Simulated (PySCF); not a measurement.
## Excited states of Mn⁷⁺ (manganese, charge +7)

Ground state [Ar], ¹S. Calculation: PySCF 2.14, in aug-cc-pVTZ-DK with one added diffuse shell each of s, p, d, f, g type (9s8p6d4f3g, 118 functions); the spin-free X2C one-electron Hamiltonian (Gaussian nucleus). Vertical excitation energies in eV without spin-orbit coupling; excited terms of each kind are numbered among those the solver found. Frozen: [Ne].

```tsv
term	leading excitation	EOM-EE-CCSD
1 3P°	3p → d	46.953
1 3F°	3p → d	49.115
1 1D°	3p → d	52.303
1 3D°	3p → d	52.535
1 1F°	3p → d	52.882
1 1P°	3p → d	67.869
1 3D	3s → d	83.494
1 1D	3s → d	86.080
```

The solver can miss terms.
